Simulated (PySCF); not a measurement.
FGa, triplet, geometry from GFN2-xTB (such geometries of metal compounds can be far from the true shape) (the spin is typed, not shown lowest); M062X/def2-SV(P) in PySCF.

The PySCF input:
```python
from pyscf import gto, scf, dft

mol = gto.Mole()
mol.atom = '''
    Ga   -0.00000000   -0.00000000   -0.43599882
    F     0.00000000    0.00000000    1.50177370
'''
mol.basis = 'def2-sv(p)'
mol.spin = 2
mol.verbose = 3
mol.build()

mf = dft.UKS(mol)
mf.xc = 'm062x'
mf.kernel()
mf.analyze()
```

Task: What does PySCF print? Leave out banner, timings and long lists.

Result: 
```
converged SCF energy = -2024.23409064625  <S^2> = 2.0075544  2S+1 = 3.0050321
**** MO energy ****
                             alpha | beta                alpha | beta
MO #1   energy= -374.749867483042  | -374.746191350246  occ= 1 | 1
MO #2   energy= -46.6578338905436  | -46.6545895795678  occ= 1 | 1
MO #3   energy= -41.4276924149642  | -41.4264449129085  occ= 1 | 1
MO #4   energy= -41.4265515635946  | -41.4240167214644  occ= 1 | 1
MO #5   energy= -41.4257967732276  | -41.4228654538523  occ= 1 | 1
MO #6   energy= -25.2118272055849  | -25.2018424254487  occ= 1 | 1
MO #7   energy= -5.8118593289645   | -5.80331816552211  occ= 1 | 1
MO #8   energy= -4.08757493089384  | -4.08378449284517  occ= 1 | 1
MO #9   energy= -4.08097138413942  | -4.07767828920423  occ= 1 | 1
MO #10  energy= -4.0809275690954   | -4.07191678329502  occ= 1 | 1
MO #11  energy= -1.23156298840887  | -1.20474299416325  occ= 1 | 1
MO #12  energy= -1.04872169732099  | -1.04589715458951  occ= 1 | 1
MO #13  energy= -1.04815284012114  | -1.04486132953923  occ= 1 | 1
MO #14  energy= -1.04546529517346  | -1.04124528858411  occ= 1 | 1
MO #15  energy= -1.04054159961963  | -1.03587567796645  occ= 1 | 1
MO #16  energy= -1.03895698726931  | -1.03288942902238  occ= 1 | 1
MO #17  energy= -0.540431562654572 | -0.46901374757118  occ= 1 | 1
MO #18  energy= -0.474039902003307 | -0.453920109942073 occ= 1 | 1
MO #19  energy= -0.467902327199505 | -0.449498445877366 occ= 1 | 1
MO #20  energy= -0.401435810013631 | -0.23028433422449  occ= 1 | 0
MO #21  energy= -0.187604717092394 | -0.103947853670232 occ= 1 | 0
MO #22  energy= -0.0572184903526791 | -0.0896670129806409 occ= 0 | 0
MO #23  energy= 0.0280493871420102 | -0.0187277845022922 occ= 0 | 0
MO #24  energy= 0.146390265475015  | 0.0670639418980192 occ= 0 | 0
MO #25  energy= 0.288007698141358  | 0.246652414107288  occ= 0 | 0
MO #26  energy= 0.30999775040746   | 0.249134036990752  occ= 0 | 0
MO #27  energy= 0.331468075774211  | 0.284650936772164  occ= 0 | 0
MO #28  energy= 0.350368316226255  | 0.307506793573165  occ= 0 | 0
MO #29  energy= 0.359016558989193  | 0.310931756064442  occ= 0 | 0

To work with the spin densities directly, `use mulliken_meta_spin()` only printing them here.

 ** Mulliken spin pop alpha/beta on meta-lowdin orthogonal AOs **
 ** Mulliken Spin Density (per atom)  **
spin density of  0 Ga =      1.71220
spin density of  1 F =      0.28780
 ** Mulliken pop alpha/beta on meta-lowdin orthogonal AOs **
 ** Mulliken atomic charges   ( Nelec_alpha | Nelec_beta ) **
charge of  0Ga =      0.39197  (    16.16012     14.44791 )
charge of  1F =     -0.39197  (     4.83988      4.55209 )
Dipole moment(X, Y, Z, Debye):  0.00000, -0.00000, -2.85894
```
